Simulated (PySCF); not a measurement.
A structure optimised at PBE-D3(BJ)/def2-TZVP, used in a PySCF frequency run:

```
Si
F 1 1.6024
F 1 1.6024 2 108.01
F 1 1.6024 2 108.01 3 116.58
```
Charge 0, spin multiplicity 2.

### Question
Write its SMILES, formula and point group.

### Answer
F[Si](F)F, F3Si, C3v

### Question
What are its rotational constants (standard atomic weights)?

### Answer
7.2188, 7.2188, 3.9569 GHz
